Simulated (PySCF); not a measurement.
B3LYP has the VWN-RPA correlation part, as in Gaussian. 

Z-matrix (Å, degrees):
```
Al
Si 1 2.4732
H 2 1.4898 1 112.98
H 2 1.4924 3 107.67 1 -125.72
H 2 1.4944 3 107.28 4 -115.47
Si 1 2.4734 2 118.18 3 -160.09
H 6 1.4895 1 113.46 2 -169.98
H 6 1.4930 7 107.60 1 -124.05
H 6 1.4938 7 107.43 8 -115.55
```
Charge 0, spin multiplicity 2.

Question: Give the total energy, dipole moment and highest occupied spin orbital at the level B3LYP-D3(BJ)/def2-TZVP // PBE0-D4/def2-TZVP run with PySCF.

Answer: 
```json
{
 "total_energy": "-22451.31 eV",
 "dipole_moment": "0.81 D",
 "highest_occupied_spin_orbital": "-5.22 eV"
}
```
